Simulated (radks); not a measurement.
Ionisation of the antimony ion Sb+, [Kr] 4d10 5s2 5p2, to [Kr] 4d10 5s2 5p1 as the strength of local exchange is varied. Calculated with a radial shooting solver on a logarithmic mesh with Libxc functionals: Dirac Kohn-Sham, Slater X-alpha exchange (alpha = 2/3 is LDA exchange), no correlation, spin-unpolarised, spherical densities, finite nucleus; open shells are shared between the two j in proportion to 2j + 1; Fermi nuclear charge, rms radius 4.6802 fm.

| alpha | E(Sb+) (hartree) | exchange (hartree) | IE (eV) | -e of the level emptied (eV) | <r> of it (bohr) |
|---|---|---|---|---|---|
| 0.667 | -6472.76049 | -159.98336 | 15.093 | 10.859 (5p3/2) | 2.731 |
| 0.668 | -6473.00035 | -160.22891 | 15.103 | 10.868 (5p3/2) | 2.731 |
| 0.715 | -6484.28335 | -171.78896 | 15.558 | 11.285 (5p3/2) | 2.698 |
| 0.881 | -6524.28460 | -212.91836 | 17.221 | 12.816 (5p3/2) | 2.591 |
| 0.972 | -6546.31253 | -235.66357 | 18.166 | 13.694 (5p3/2) | 2.537 |
| x | -6537.83191 | -226.89880 | 17.800 | 13.353 (5p3/2) | 2.557 |

Which alpha was used in the last row?

Answer. alpha = 0.937. NIST Atomic Spectra Database: 16.63 eV (measured). The Delta-SCF value meets it near alpha = 0.82. Spin polarisation and multiplet splitting are left out, so open shells lie too high by an amount that depends on their filling. Sharing an open shell by 2j + 1 raises it above the true ground level by a part of the spin-orbit splitting, which enters the differences from NIST.

Beside tabulated values, note that spin-unpolarised runs miss the spin-polarisation part of the exchange energy of open shells.
